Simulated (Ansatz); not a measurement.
CH2Cl2, charge +1, doublet, geometry from GFN2-xTB (a state made from the parent by changing its charge; the spin is typed, not shown lowest), with bond 4-2 at 1.25 times its length; B3LYP/def2-SV(P) (Ansatz, a quantum-chemistry and plane-wave program).

Ansatz was given this input:
Ansatz 0.2 input:
```yaml
crystal:
  periodic: [false, false, false]
  atoms:
    - {symbol: Cl, position_ang: [-1.48131343, 0.22251742, -0.01946418]}
    - {symbol: C, position_ang: [-0.00650185, -0.72482176, 0.05476107]}
    - {symbol: Cl, position_ang: [1.48507175, 0.19645772, -0.01218985]}
    - {symbol: H, position_ang: [-0.01589918, -1.46889677, 1.22129231]}
    - {symbol: H, position_ang: [-0.01086066, -1.45356506, -0.77843402]}
basis:
  gaussian:
    orbitals: def2-SV_P_.json
hamiltonian:
  xc: b3lyp
total_charge: 1
magnetization: {spin_polarized: true, initial_magnetization: 1}
scf: {lower_state_search: off}
```
The basis file holds def2-SV(P) in the JSON format of the Basis Set Exchange.

Q: What does Ansatz print? Leave out banner, timings and long lists.

A: 
```
Functional definition: B3LYP
these checks for a lower state are left out or cut short: stability, starts, cluster_reference, orbital_swaps, neighbouring_geometries, increment
530 factors; integrals over basis functions are off by at most 1.1e-3 eV
mean field evaluation 1: about -26092.0946 eV, gradient 2.5e1 eV
mean field evaluation 2: about -26088.8014 eV, gradient 3.4e1 eV
mean field evaluation 4: about -26095.1118 eV, gradient 7.6e-1 eV
mean field evaluation 8: about -26095.2215 eV, gradient 5.5e-2 eV
mean field evaluation 16: about -26095.2216 eV, gradient 3.6e-4 eV
mean field -26095.22158950 eV, -958.9817054376 hartree, gradient 6.2e-6 eV, S^2 0.753872; 0 other end points of the search recorded, 0 dependent functions left out
reference -26095.22177488 eV, -958.9817122502 hartree; 21, 20 occupied and 33, 34 virtual orbitals, 530 factors
Total energy: -26095.22177488 eV, -958.9817122502 hartree
Checks for a lower state left out: stability, starts, cluster_reference, orbital_swaps, neighbouring_geometries, increment
```
